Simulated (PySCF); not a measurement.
## Correlation energy of Br (bromine, neutral)

[Ar] 3d10 4s2 4p5, 2P determinant. Calculation: PySCF 2.14, in def2-QZVPPD; no relativity, point nucleus. Frozen: [Ar] 3d10; 7 electrons correlated.

MP2 pair energies summed by pair of shells (mhartree):

| pair | energy | share (%) |
| --- | --- | --- |
| 4p-4p | -89.96 | 60.0 |
| 4s-4p | -51.09 | 34.1 |
| 4s-4s | -8.88 | 5.9 |

Total MP2 correlation energy: -149.92 mhartree.

Same-spin part -31.96 and opposite-spin part -117.96 mhartree; SCS-MP2 scales them by 1/3 and 6/5 to -152.21 mhartree.
